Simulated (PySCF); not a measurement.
**Spinor energies of I³⁶⁺ (iodine, charge +36)**

Start: [Ne] 3s2 3p5; 3p1/2 filled at m_j = +1/2; 3p3/2 filled at m_j = -3/2, -1/2, +1/2, +3/2. Calculated with PySCF 2.14 in an uncontracted even-tempered set (19 s from 7 bohr⁻², ratio 2.4; 14 p from 9 bohr⁻², ratio 2.4; 5 d from 35 bohr⁻², ratio 2.6; 4 f from 53 bohr⁻², ratio 2.6): generalised Hartree-Fock with the X2C-1e Hamiltonian and a Gaussian nucleus; one run each with spin-orbit coupling (SO) screened by Boettger's factors, then bare. This is a chosen level, not necessarily the ground level.

```
spinor shell  electrons  ε, screened SO (eV)  ε, bare SO (eV)  weight of nominal j (bare SO)  rms radius, bare SO (bohr)
       1s1/2          2             -35347.5         -35347.4                          1.000                      0.0311
       2s1/2          2              -7193.8          -7193.8                          1.000                       0.125
       2p1/2          2              -6870.9          -6880.0                          1.000                       0.108
       2p3/2          4              -6568.0          -6564.4                          1.000                       0.113
       3s1/2          2              -2712.0          -2712.0                          1.000                       0.305
       3p1/2          1              -2593.5          -2595.7                          1.000                       0.293
       3p3/2          4              -2514.6          -2513.7                          1.000                       0.302
```

```json
{"quantity": "E (hartree)", "screened SO": "-6071.41236", "bare SO": "-6071.51168"}
{"quantity": "M_J", "screened SO": "1/2", "bare SO": "1/2"}
{"quantity": "⟨J²⟩", "screened SO": "0.751", "bare SO": "0.751"}
{"quantity": "⟨L²⟩", "screened SO": "2.011", "bare SO": "2.012"}
{"quantity": "⟨S²⟩", "screened SO": "0.760", "bare SO": "0.760"}
```

Each row is a mean over spinors that exchange with the open shell spreads, by up to 12.461 eV (2p1/2).

Breit and QED terms are absent; they matter most for the inner s and p1/2 levels.

Densities and radii are taken from the X2C orbitals without a picture-change correction, which distorts them close to the nucleus.
